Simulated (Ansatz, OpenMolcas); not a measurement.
# C4H4Si (SMILES C#C[SiH2]C#C): methods side by side

C4H4Si has 9 atoms, charge 0, and is taken as a singlet. SMILES: `C#C[SiH2]C#C`. The shape is that of a PBE0-D4/def2-TZVP optimisation.

Quantity: the HOMO–LUMO gap, in eV. The values are calculated.

```tsv
level	kind	program	value (eV)	CPU time
SVWN5/cc-pVDZ	LDA	Ansatz	5.66	1.7 s
BLYP/cc-pVDZ	GGA	OpenMolcas	5.75	31 s
TPSS/cc-pVDZ	meta-GGA	OpenMolcas	5.98	41 s
r2SCAN/cc-pVDZ	meta-GGA	Ansatz	6.20	4.3 s
B3LYP/cc-pVDZ	global hybrid	Ansatz	7.49	2.8 s
CAM-B3LYP/cc-pVDZ	range-separated hybrid	Ansatz	10.44	3 s
wB97M-V/cc-pVDZ	range-separated hybrid	Ansatz	12.22	20 s
wB97X/cc-pVDZ	range-separated hybrid	Ansatz	12.49	8.5 s
```

The values span 5.66 to 12.49 eV. Orbital gaps aren't excitation energies; they tend to grow with the share of exact exchange. Times are those of the runs behind each value, whatever else they computed, on shared processors of several kinds: orders of magnitude only.
